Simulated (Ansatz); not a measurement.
```xyz
7

O     1.5840    0.9257   -0.2214
B     0.3908    0.3033   -0.1667
N    -0.2108   -0.6033    0.7506
B    -1.0741   -0.3164   -0.3173
F    -2.2901   -0.6833   -0.6656
H     1.6767    1.4866   -0.9940
H    -0.0765   -1.1127    1.6143
```

Charge 0, multiplicity 1.

Question: List the CAM-B3LYP/def2-TZVPP orbital energies in eV (Ansatz). (Estimate.)

Answer: Ansatz gave: Occupied: -673.83, -523.22, -391.75, -187.01, -186.48, -35.22, -30.55, -26.64, -18.43, -17.51, -16.77, -14.70, -14.59, -13.46, -12.59, -12.09, -10.56, -8.74. Lowest empty: 1.28, 1.39, 1.95, 2.37, 3.49, 3.66, 4.27, 4.30.
